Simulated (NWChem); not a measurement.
# Total energies of H$_{3}$BN

SMILES: B[NH]
```xyz
5

B      0.6865    -0.1024     0.0000
N     -0.6301     0.0975     0.0000
H      1.4617     0.8401     0.0000
H      1.1440    -1.2344     0.0000
H     -1.6270     0.2236     0.0000
```
Charge 0, spin multiplicity 2.

Everything below was run with NWChem. Structure: optimised with UB3LYP/def2-SVP, a minimum by its harmonic frequencies. It is one conformer; others weren't searched.

Basis set: cc-pVTZ (102 functions).

```csv
method,total energy (Ha),relative cost
UHF,-80.87174,1
UMP2,-81.15412,under 3
UB2PLYP,-81.30492,under 3
UPBE,-81.26595,under 3
UB3LYP,-81.39064,under 3
Ur2SCAN,-81.33144,under 3
```

Total energies of different functionals aren't comparable as a measure of quality: only differences taken within one method are. Costs are rough ratios of processor time within this set of runs, SCF included, with UHF as 1.

The correlated methods keep 2 core orbitals frozen. B3LYP has NWChem's definition, with VWN1-RPA local correlation. The structure started from a generated list of species. The unpaired electrons of the parent sit in orbitals of symmetry a' (Cs labels of the run); other states weren't searched. No SCF solution was tested for a lower state. Open-shell Hartree-Fock references start from PBE0 orbitals; any time given for them includes that run.
